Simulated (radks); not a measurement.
Problem. The tin ion Sn3+, 47 electrons, occupied as [Kr] 4d10 5s1. All-electron calculation, non-relativistic Kohn-Sham, LDA (Slater exchange, Perdew-Wang correlation), spin-unpolarised, spherical densities, point nucleus; relativity is left out, which matters for an element this heavy. Program: a radial shooting solver on a logarithmic mesh with Libxc functionals. Some entries of the table are withheld. Estimate them.

| orbital | occ. | eigenvalue (hartree) | <1/r> (bohr^-1) | <r^2> (bohr^2) |
|---|---|---|---|---|
| 1s | 2 | -1027.854 | 49.43 | 0.001240 |
| 2s | 2 | -152.6054 | (1) | 0.02032 |
| 2p | 6 | -142.9035 | 11.31 | 0.01529 |
| 3s | 2 | -30.20567 | 4.069 | 0.1424 |
| 3p | 6 | -26.19775 | 3.994 | 0.1371 |
| 3d | 10 | -18.73684 | 3.856 | 0.1175 |
| 4s | 2 | -5.62038 | 1.623 | 0.8147 |
| 4p | 6 | (2) | 1.514 | 0.9206 |
| 4d | 10 | (3) | 1.239 | 1.361 |
| 5s | 1 | (4) | 0.5913 | 5.316 |
| 5p | 0 | -0.98877 | 0.5142 | 6.939 |
| 6s | 0 | -0.52828 | 0.2896 | 22.74 |

Solution. 
(1) 2s <1/r> (bohr^-1): 11.30
(2) 4p eigenvalue (hartree): -4.28498
(3) 4d eigenvalue (hartree): -2.06908
(4) 5s eigenvalue (hartree): -1.28782
